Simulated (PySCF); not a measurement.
Species: C₃H₁₂O₂Si₂.
Z-matrix (Å and degrees, GFN2-xTB geometry), rows numbered from 1:
```
C 
O   1  1.3954
Si  2  1.6121  1  129.97
O   3  1.6212  2  107.86  1    59.82
C   4  1.3989  3  129.36  2  -178.91
C   5  1.5190  4  113.12  3   -54.44
Si  6  1.8991  5  112.95  4  -177.87
H   1  1.0918  2  111.18  3   -54.23
H   1  1.0934  2  110.50  3    66.79
H   1  1.0913  2  107.90  3  -174.09
H   3  1.4692  2  112.96  1   -60.58
H   3  1.4546  2   99.01  1   179.24
H   5  1.0957  4  106.39  3  -175.72
H   5  1.0976  4  109.08  3    67.77
H   6  1.0914  5  108.09  4    59.97
H   6  1.0908  5  108.43  4   -54.99
H   7  1.4643  6  110.00  5    61.50
H   7  1.4630  6  108.74  5  -178.36
H   7  1.4645  6  109.46  5   -58.53
```

The closed-shell SCF was solved with PySCF and density fitting under several settings on one GFN2-xTB geometry (grid level 2 and gas phase unless stated).

```json
{"settings": "PBE0/pcSseg-1", "basis functions": "193", "SCF cycles": "13", "E (Eh)": "-850.4110", "HOMO (eV)": "-8.00", "LUMO (eV)": "0.61", "dipole (D)": "1.27"}
{"settings": "PBE0/def2-SVPD", "basis functions": "250", "SCF cycles": "13", "E (Eh)": "-850.0992", "HOMO (eV)": "-8.04", "LUMO (eV)": "0.27", "dipole (D)": "1.10"}
{"settings": "PW91/pcSseg-0, fitting basis def2-universal-jkfit", "basis functions": "95", "SCF cycles": "11", "E (Eh)": "-849.5699", "HOMO (eV)": "-6.32", "LUMO (eV)": "0.00", "dipole (D)": "1.66"}
{"settings": "PBE0/pcSseg-1, start guess sap", "basis functions": "193", "SCF cycles": "16", "E (Eh)": "-850.4110", "HOMO (eV)": "-8.00", "LUMO (eV)": "0.61", "dipole (D)": "1.27"}
{"settings": "PBE/6-311G**", "basis functions": "214", "SCF cycles": "16", "E (Eh)": "-850.4589", "HOMO (eV)": "-6.48", "LUMO (eV)": "-0.31", "dipole (D)": "1.10"}
{"settings": "B3LYP/MINI, fitting basis def2-universal-jkfit", "basis functions": "55", "SCF cycles": "10", "E (Eh)": "-845.6986", "HOMO (eV)": "-8.42", "LUMO (eV)": "0.76", "dipole (D)": "1.06"}
```

Q: Estimate the row for these settings: PBE0/MINI, grid level 1.

A: 
```
               settings  basis functions  SCF cycles     E (Eh)  HOMO (eV)  LUMO (eV)  dipole (D)
PBE0/MINI, grid level 1               55          10  -845.1286      -8.67       0.99        1.01
```

Q: Over all rows, what range does the HOMO–LUMO gap span?

A: From 6.17 eV (PBE/6-311G**) to 9.66 eV (PBE0/MINI, grid level 1). The functional of the narrowest has no exact exchange, that of the widest 25 % exact exchange.

Q: And the dipole moment?

A: From 1.01 D (PBE0/MINI, grid level 1) to 1.66 D (PW91/pcSseg-0, fitting basis def2-universal-jkfit); the largest is 1.64 times the smallest, and the median is 1.10 D.

Q: Compare two rows with the functional PBE0: PBE0/pcSseg-1 and PBE0/def2-SVPD. Which energy is lower, and by how much?

A: PBE0/pcSseg-1 (193 functions) lies 0.3118 Eh or 196 kcal/mol below PBE0/def2-SVPD (250 functions). The smaller set gives the lower energy; the two sets aren't nested, so the variational bound doesn't order them by size.

Cycle counts include a coarse-grid stage where the run had one. All basis functions are spherical, in the Pople sets too.

One conformer stands for the species.
